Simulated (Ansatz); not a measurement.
Born–Oppenheimer molecular dynamics of BrH4OPZn (8 atoms, charge 0, multiplicity 1). It starts at the highest image of a converged band. Of that band: A vibrational analysis at the climbing image gives 2 clearly imaginary modes (617i, 52i cm⁻¹): a point of higher order, so a lower path passes nearby.

These are results of RKS B3LYP-D4/def2-SVP in Ansatz 0.2.0, not measurements.

```
ensemble                      : NVE (velocity Verlet)
time step                     : 0.5 fs
steps asked                   : 200
starting velocities drawn for : 300 K
seed                          : 9457
```

First frame:

```xyz
8
Properties=species:S:1:pos:R:3
Zn -0.746 -0.376 -0.288
Br 1.776 -0.968 -1.298
O -2.199 -1.175 -0.961
H 1.780 0.233 -0.139
P 0.626 1.031 0.969
H -1.985 -1.803 -1.664
H 0.174 2.375 1.037
H 0.572 0.684 2.344
```

Q: What does the run give?

A: All steps were run.

```json
{"steps done": "200", "time covered": "100 fs", "mean temperature over the second half": "385 K", "spread of the potential energy over the second half": "6.6 meV per atom", "mean potential energy of the second half above the start": "-8.2 meV per atom"}
```

The conserved energy stayed within 0.12 meV per atom of its start (net change 0.064 meV per atom), so the integration is sound. A run of 0.1 ps of so small a system gives no equilibrium averages. The orbitals stay closed-shell, which can raise the energy where a bond breaks towards radicals; this wasn't checked here.

Q: What happens to the structure?

A: The step under study would form Zn1–P5, Br2–H4 and break Zn1–Br2, H4–P5. These pairs go: Zn1–P5 2.33 → 2.26 Å, Br2–H4 1.67 → 1.38 Å, Zn1–Br2 2.78 → 3.12 Å, H4–P5 1.79 → 2.87 Å. In the last frame they stand as after the step (other bonds may differ from the relaxed reactants and products). It ends as BrH + H3OPZn. Pairs count as bonded within 1.25 times the sum of covalent radii (0.12 Å more for H–H). The details hang on the random start.

Q: How do temperature and energy run in time?

A: 
```tsv
time (fs)	T (K)	potential energy less start (eV)	conserved less start (meV/atom)
0.0	300	0.000	0.00
5.0	194	0.083	0.07
10.0	150	0.117	0.10
15.0	219	0.063	0.04
20.0	174	0.098	0.06
25.0	179	0.095	0.07
30.0	166	0.104	0.07
35.0	209	0.071	0.01
40.0	176	0.097	0.06
45.0	187	0.089	0.11
50.0	298	0.002	0.02
55.0	316	-0.012	0.02
60.0	286	0.012	0.10
65.0	366	-0.051	0.03
70.0	405	-0.081	0.00
75.0	379	-0.061	0.09
80.0	395	-0.073	0.10
85.0	451	-0.117	0.01
90.0	459	-0.123	0.00
95.0	413	-0.087	0.09
100.0	429	-0.099	0.06
```

Run time: 7.5 min on 2 threads of Intel(R) Xeon(R) 6975P-C (Granite Rapids), with other jobs on the host, peak memory 0.32 GiB.
